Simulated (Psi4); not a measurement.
C3H7O (SMILES [CH2-]COC), charge -1, singlet, geometry from GFN2-xTB (a gas-phase anion, which may not be bound at this level), with bond 7-3 at 2.0 times its length; Psi4 with B3LYP/6-31G.

The Psi4 input:
```
memory 2 GB

molecule {
-1 1
  O    -0.02364204   -0.72791359   -0.02410158
  C    -0.11695116    0.72309764    0.02353500
  C     1.27997189   -1.17584587   -0.05346219
  C    -1.53793975    1.16403974   -0.03994654
  H     0.53282928    1.00119920    0.93898760
  H     0.44859738    1.10785920   -0.85183032
  H     1.25510393   -3.36480803   -0.05048483
  H     1.82097837   -0.82845799   -0.95497355
  H     1.85749247   -0.82621646    0.82524896
  H    -1.97405394    1.11319354    0.99190016
  H    -1.51473106    2.25830906   -0.28530416
}

set basis 6-31g
set df_basis_scf def2-universal-jkfit

energy('b3lyp')
print_variables()
```

**Question.** Predict the main parts of the log of this Psi4 run.

**Answer.** 
```
   => Loading Basis Set <=

    Name: 6-31G
    Role: ORBITAL
    Keyword: BASIS

         ---------------------------------------------------------
                                   SCF
               by Justin Turney, Rob Parrish, Andy Simmonett
                          and Daniel G. A. Smith
                              RKS Reference
         ---------------------------------------------------------

  ==> Geometry <==

    Molecular point group: c1
    Full point group: C1

    Geometry (in Angstrom), charge = -1, multiplicity = 1:

       Center              X                  Y                   Z               Mass
    ------------   -----------------  -----------------  -----------------  -----------------
         O            0.017543256753    -0.683159229137    -0.013845088977    15.994914619570
         C           -0.075765863247     0.767852000863     0.033791491023    12.000000000000
         C            1.321157186753    -1.131091509137    -0.043205698977    12.000000000000
         C           -1.496754453247     1.208794100863    -0.029690048977    12.000000000000
         H            0.574014576753     1.045953560863     0.949244091023     1.007825032230
         H            0.489782676753     1.152613560863    -0.841573828977     1.007825032230
         H            1.296289226753    -3.320053669137    -0.040228338977     1.007825032230
         H            1.862163666753    -0.783703629137    -0.944717058977     1.007825032230
         H            1.898677766753    -0.781462099137     0.835505451023     1.007825032230
         H           -1.932868643247     1.157947900863     1.002156651023     1.007825032230
         H           -1.473545763247     2.303063420863    -0.275047668977     1.007825032230

  Running in c1 symmetry.

  Rotational constants: A =      0.93733  B =      0.13723  C =      0.12750 [cm^-1]
  Rotational constants: A =  28100.54261  B =   4113.93478  C =   3822.28197 [MHz]
  Nuclear repulsion =  122.210254364956697

  Charge       = -1
  Multiplicity = 1
  Electrons    = 34
  Nalpha       = 17
  Nbeta        = 17

  ==> Algorithm <==

  SCF Algorithm Type is DF.
  DIIS enabled.
  MOM disabled.
  Fractional occupation disabled.
  Guess Type is SAD.
  Energy threshold   = 1.00e-06
  Density threshold  = 1.00e-06
  Integral threshold = 1.00e-12

  ==> Primary Basis <==

  Basis Set: 6-31G
    Blend: 6-31G
    Number of shells: 34
    Number of basis functions: 50
    Number of Cartesian functions: 50
[...]
   @DF-RKS iter   8:  -193.44432919741098   -2.30908e-03   2.19850e-04 ADIIS/DIIS
   @DF-RKS iter   9:  -193.44435764967434   -2.84523e-05   1.01102e-04 ADIIS/DIIS
   @DF-RKS iter  10:  -193.44437496123840   -1.73116e-05   5.69558e-05 DIIS
   @DF-RKS iter  11:  -193.44438212607866   -7.16484e-06   1.66062e-05 DIIS
   @DF-RKS iter  12:  -193.44438216790479   -4.18261e-08   1.49406e-05 DIIS
   @DF-RKS iter  13:  -193.44438271238474   -5.44480e-07   7.94616e-07 DIIS
  Energy and wave function converged.

  ==> Post-Iterations <==

   Electrons on quadrature grid:
      Ntotal   =   34.0000118361 ; deviation = 1.184e-05

    Orbital Energies [Eh]
    ---------------------

    Doubly Occupied:

[...]
    Virtual:

[...]
    Final Occupation by Irrep:
              A
    DOCC [    17 ]
    NA   [    17 ]
    NB   [    17 ]

  @DF-RKS Final Energy:  -193.44438271238474

   => Energetics <=

    Nuclear Repulsion Energy =            122.2102543649566968
    One-Electron Energy =                -509.9091225424825780
    Two-Electron Energy =                 216.5327308407956366
    DFT Exchange-Correlation Energy =     -22.2782453756545102
    Empirical Dispersion Energy =           0.0000000000000000
    VV10 Nonlocal Energy =                  0.0000000000000000
    Total Energy =                       -193.4443827123847370

Computation Completed

Properties will be evaluated at   0.000000,   0.000000,   0.000000 [a0]

Properties computed using the SCF density matrix

 Multipole Moments:

 ------------------------------------------------------------------------------------
     Multipole            Electronic (a.u.)      Nuclear  (a.u.)        Total (a.u.)
 ------------------------------------------------------------------------------------

 L = 1.  Multiply by 2.5417464519 to convert [e a0] to [Debye]
 Dipole X            :         -1.1470725            2.5448579            1.3977853
 Dipole Y            :          0.2868853            0.7226554            1.0095407
 Dipole Z            :         -0.3705798            0.6424181            0.2718384
 Magnitude           :                                                    1.7455293

 ------------------------------------------------------------------------------------

  Variable Map:
  ----------------------------------------------------------------------------
[...]
  Array Variable Map:
  ----------------------------------------------------------------------------
[...]
[...]
```
